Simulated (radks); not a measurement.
The numbers below are computed, except where a source is named.
Excited configurations of Os+: one electron is placed in a higher orbital outside [Xe] 4f14 5d6. The ground configuration is [Xe] 4f14 5d6 6s1. Level of theory: non-relativistic Kohn-Sham, LDA (Slater exchange, Perdew-Wang correlation), spin-polarised, spherical densities, point nucleus; open shells are filled with parallel spins first (spin-orbit coupling, left out, can overturn this in heavy ions); relativity is left out, which matters for an element this heavy (a radial shooting solver on a logarithmic mesh with Libxc functionals). Excitation = E - E(ground); binding = E(ion) - E, where the ion is the core of charge +2; n* = 2/sqrt(2 binding) in atomic units, and the quantum defect is n - n*.

outer orbital,excitation (eV),binding (eV),quantum defect,eigenvalue (eV)
5f,12.003,3.659,1.143,-2.595
6p,4.702,10.960,3.772,-8.234
6d,9.952,5.710,2.913,-4.217
6f,13.182,2.480,1.315,-1.880
7p,10.488,5.174,3.757,-4.091
7d,12.292,3.369,2.981,-2.626
7f,13.897,1.765,1.447,-1.386

The Delta-SCF ionisation energy is 15.662 eV (NIST Atomic Spectra Database: 17 eV, semi-empirical). Self-interaction in the functional shifts the binding energies and quantum defects, so they are the method's values and not measured ones. Relativity is left out here, which matters for elements this heavy. Open shells are spherical and high-spin; term and fine-structure splittings are not resolved.
